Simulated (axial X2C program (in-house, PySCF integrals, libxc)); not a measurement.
# Spin–orbit effects down a group: molecules with Br (ions), PBE0

Computed with an in-house all-electron X2C program for linear molecules (integrals from PySCF), spin-free (one-electron X2C) or two-component (2c: spin–orbit coupling with atomic mean-field Coulomb and Gaunt terms, which also bring small scalar terms), in Dyall basis sets with cores contracted in-house; open shells are unrestricted.

Basis sets: Be dyall-cv3z, Br dyall-cv3z, Ca dyall-cv3z, Mg dyall-cv3z, Sr dyall-cv3z.

```tsv
molecule	spin-free state	Re (Å)	ωe (cm⁻¹)	De (eV)	2c state	Re 2c (Å)	ωe 2c (cm⁻¹)	De 2c (eV)
BeBr⁺	M_S = 0, Λ = 0	1.858	871.0	4.02	Ω = 0	1.859	868.8	3.92
MgBr⁺	M_S = 0, Λ = 0	2.246	450.6	2.77	Ω = 0	2.247	448.7	2.67
CaBr⁺	M_S = 0, Λ = 0	2.462	354.9	3.92	Ω = 0	2.463	354.4	3.82
SrBr⁺	M_S = 0, Λ = 0	2.605	268.1	3.91	Ω = 0	2.606	267.8	3.80
```

Fragments in 2c: Br + Be+, Br + Mg+, Br + Ca+, Sr+ + Br. Each entry is the lowest single determinant of a limited PBE0 search at one distance. De goes to single-determinant-based atoms at the same level (for ions the charge split of lowest energy) and is withheld (n/a) where an atom does not fit its ground term or J level. Main or longest-lived isotopes. The functionals have no current term, which raises determinants with orbital currents.
